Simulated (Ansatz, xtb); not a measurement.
**Relative energy of two isomers of C6H6O3**

Structure I is `C#C/C(=C\O)C(=O)OC`, a singlet and structure II is `C#C[C@@H](C=O)C(=O)OC`, a singlet. Both are isolated molecules in the gas phase, relaxed with PBE-D3(BJ)/def2-SVP; each stands in its lowest conformer found.

I (Å):

```xyz
15

C     0.2170    3.8549    2.1212
C     0.5592    2.7244    1.7923
C     0.9655    1.4186    1.4019
C     1.9134    1.1924    0.4384
C     0.3831    0.1910    2.0193
C    -1.1500   -0.6241    3.6020
O     2.5345    2.1846   -0.2148
O     0.6906   -0.9555    1.7256
O    -0.5413    0.4984    2.9591
H    -0.0900    4.8479    2.4158
H     2.1710    0.1462    0.1953
H     3.1647    1.8007   -0.8510
H    -1.8643   -0.2067    4.3338
H    -1.6793   -1.2641    2.8669
H    -0.3902   -1.2480    4.1155
```

II (Å):

```xyz
15

C     2.3070   -2.1641    0.3966
C     1.4871   -1.2651    0.5131
C     0.5104   -0.2043    0.7303
C     0.2797   -0.0749    2.2627
C     1.0277    1.1487    0.2184
C     0.5802    2.9319   -1.2467
O    -0.7787   -0.2988    2.7966
O     2.0214    1.7036    0.6393
O     0.2020    1.6475   -0.7233
H     3.0309   -2.9574    0.2738
H    -0.4634   -0.4440    0.2586
H     1.2077    0.2417    2.8198
H    -0.1885    3.1932   -1.9945
H     0.6119    3.6891   -0.4380
H     1.5820    2.8808   -1.7179
```

Task: Estimate which is lower in electronic energy at CCSD(T)/def2-SVP + ΔMP2/def2-TZVPP, and by roughly how much.

Result: CCSD(T)/def2-SVP + ΔMP2/def2-TZVPP gives E(II) − E(I) = +0.033 eV, slightly favouring structure I, which is too small a margin to settle the true order.

How the difference moves with the method:

| level | geometry | E(II) − E(I) (eV) | departure from the last row (eV) | job, with rough time for the two |
| --- | --- | --- | --- | --- |
| GFN2-xTB | GFN2-xTB | +0.103 | +0.070 | optimisation, 1.4 s |
| HF/STO-3G | GFN2-xTB | −0.253 | −0.286 | single point, 2.4 s |
| r2SCAN-D4/def2-SVP | GFN2-xTB | +0.251 | +0.217 | single point, 13 s |
| PBE-D3(BJ)/def2-SVP | PBE-D3(BJ)/def2-SVP | +0.221 | +0.188 | optimisation, 2.1 min |
| HF/def2-SVP | PBE-D3(BJ)/def2-SVP | +0.011 | −0.022 | part of the CCSD(T) run |
| MP2/def2-SVP | PBE-D3(BJ)/def2-SVP | −0.032 | −0.065 | part of the CCSD(T) run |
| CCSD(T)/def2-SVP | PBE-D3(BJ)/def2-SVP | −0.049 | −0.083 | single point |
| CCSD(T)/def2-SVP + ΔMP2/def2-TZVPP | PBE-D3(BJ)/def2-SVP | +0.033 |  | single point, 8.3 min |

As drawn, II has 1 C–C, 1 C=O, 1 C–H in place of 1 C=C, 1 C–O, 1 O–H.

The largest departure from CCSD(T)/def2-SVP + ΔMP2/def2-TZVPP is that of HF/STO-3G, 0.286 eV. The last row adds to CCSD(T) the change of the MP2 difference between the two basis sets, here +0.083 eV.

With thermal terms from frequencies at re-optimised GFN2-xTB minima (ideal gas, soft modes damped towards free rotors, one conformer each, 298.15 K, 1 atm): the zero-point term adds −0.011 eV; ΔH is +0.026 and ΔG +0.002 eV.

The correlated steps freeze 9 core orbitals. Mirror images aren't counted in ΔG. Programs: Ansatz 0.2.0, xtb 6.7.1; the last row on 2 threads of Intel(R) Xeon(R) Processor @ 2.50GHz (Skylake/Cascade Lake) on a shared host.
